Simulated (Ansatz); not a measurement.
System: sum formula AlO2H3, charge 0, multiplicity 1. 
Coordinates optimised at B3LYP-D3(BJ)/def2-TZVP (Ansatz, a first-principles code):
```xyz
6

O     -1.5121    -0.2452     0.0971
Al     0.0247     0.4563    -0.0076
O      1.3786    -0.5665    -0.0780
H     -1.6683    -1.1905     0.1195
H      0.1299     2.0173    -0.0351
H      2.2854    -0.2646    -0.1383
```

Computed values are from Ansatz. Cores are frozen in the correlated levels unless marked. Open shells are spin-unrestricted. No spin-orbit coupling. No relativistic terms. Basis-set limits of correlation are two-point, X^-3; Hartree-Fock from the larger set (for Q and 5 zeta extrapolated as (X+1)exp(-9√X)).

```json
{
 "atomisation energy De": "2179.5 kJ/mol at CCSD(T)/CBS(cc-pV(Q+d)Z,cc-pV(5+d)Z)",
 "vertical_triplet_singlet_gap": "7.16 eV at CCSD(T)/CBS(aug-cc-pV(T+d)Z,aug-cc-pV(Q+d)Z)",
 "total_energy": "-394.2765 Eh at CCSD(T)/CBS(cc-pV(Q+d)Z,cc-pV(5+d)Z)",
 "dipole_moment": "1.28 D at CCSD(T)/aug-cc-pV(D+d)Z",
 "T1 diagnostic": "0.012 at CCSD/cc-pV(5+d)Z"
}
```
